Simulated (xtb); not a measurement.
N2O (SMILES N#[N+][O-]), singlet, at a GFN2-xTB geometry, atoms displaced at random by about 0.05 Å a coordinate. Base run: xtb 6.7.1 with GFN2-xTB.

Here is a job for xtb.
```
$ xtb mol.xyz --gfn 2 --opt --json

# file mol.xyz
3

N      0.03002629     0.00380024    -1.06410141
N     -0.01461355     0.07626824    -0.12683082
O     -0.10634502     0.09044714     1.05297643
```

Variants of this job, named by their change:

```
change               ΔE vs base (µEh)  optimiser steps
-------------------  ----------------  ---------------
base                              0.0               10
engine = inertial                 0.5                -
engine = lbfgs                    0.0                -
opt level = lax                   0.2                9
opt level = extreme               0.0               11
opt level = sloppy                5.6                8
opt level = vtight                0.0               11
alpb = methanol                 -3938                9
opt level = tight                 0.0               10
alpb = thf                      -3669               10
```
